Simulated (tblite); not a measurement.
C5H5F6P.
SMILES with atom numbers: `[CH2:1]=[C:2]([CH3:3])[P:4]([C:5]([F:6])([F:7])[F:8])[C:9]([F:10])([F:11])[F:12]` (hydrogens: H13, H14 on C1; H15, H16, H17 on C3)

Computed with GFN2-xTB (tblite), gas phase: L-BFGS steps from a force-field or distance-geometry start until the largest atomic force falls under 0.01 eV/Å.

At the end of the run (lengths in Å): P4–C9 1.906, C9–F11 1.333, C5–F8 1.336, P4–C5 1.901, C9–F12 1.341, C3–H15 1.090, C5–F7 1.341, C5–P4–C9 93.8°, C2–P4–C9 97.3°, C3–C2–P4 113.6°, C2–P4–C5 100.2°, C1–C2–P4–C5 34°, C2–P4–C5–F6 164°, C2–P4–C9–F10 -38°, H15–C3–C2–C1 -105°.

Task: These geometries were met on the way; a selection of coordinates is given. Order them by energy above the end point, lowest first.
A. P4–C9 1.941, C9–F11 1.343, C5–F8 1.336, P4–C5 1.928, C9–F12 1.346, C3–H15 1.090, C5–F7 1.346, C5–P4–C9 103.2°, C2–P4–C9 105.8°, C3–C2–P4 111.6°, C2–P4–C5 100.8°, C1–C2–P4–C5 -38°, C2–P4–C5–F6 -163°, C2–P4–C9–F10 -68°, H15–C3–C2–C1 -141°
B. P4–C9 1.961, C9–F11 1.320, C5–F8 1.305, P4–C5 1.942, C9–F12 1.317, C3–H15 1.069, C5–F7 1.324, C5–P4–C9 107.4°, C2–P4–C9 109.0°, C3–C2–P4 113.9°, C2–P4–C5 103.7°, C1–C2–P4–C5 -42°, C2–P4–C5–F6 -159°, C2–P4–C9–F10 -72°, H15–C3–C2–C1 -141°
C. P4–C9 1.913, C9–F11 1.342, C5–F8 1.336, P4–C5 1.899, C9–F12 1.344, C3–H15 1.090, C5–F7 1.344, C5–P4–C9 100.4°, C2–P4–C9 102.0°, C3–C2–P4 109.1°, C2–P4–C5 99.3°, C1–C2–P4–C5 -34°, C2–P4–C5–F6 -168°, C2–P4–C9–F10 -65°, H15–C3–C2–C1 -142°
D. P4–C9 1.879, C9–F11 1.357, C5–F8 1.350, P4–C5 1.886, C9–F12 1.353, C3–H15 1.097, C5–F7 1.354, C5–P4–C9 112.9°, C2–P4–C9 113.0°, C3–C2–P4 118.8°, C2–P4–C5 107.0°, C1–C2–P4–C5 -49°, C2–P4–C5–F6 -156°, C2–P4–C9–F10 -76°, H15–C3–C2–C1 -141°
E. P4–C9 1.815, C9–F11 1.390, C5–F8 1.388, P4–C5 1.849, C9–F12 1.390, C3–H15 1.137, C5–F7 1.385, C5–P4–C9 115.8°, C2–P4–C9 115.2°, C3–C2–P4 123.6°, C2–P4–C5 108.9°, C1–C2–P4–C5 -53°, C2–P4–C5–F6 -154°, C2–P4–C9–F10 -79°, H15–C3–C2–C1 -142°

Result: C (0.175 eV), A (0.310 eV), B (0.546 eV), D (0.931 eV), E (1.615 eV).

```
step  E above end (eV)  rms distance from the end, all atoms (Å)  largest force (eV/Å)  rms shift of all bonds from the end (Å)
  12             0.175                                     1.012                 0.347                                    0.004
   6             0.310                                     1.034                 0.531                                    0.012
   2             0.546                                     1.038                 1.867                                    0.025
   1             0.931                                     1.042                 3.669                                    0.015
   0             1.615                                     1.046                 5.042                                    0.041
```

Rows stand in the order of the answer.
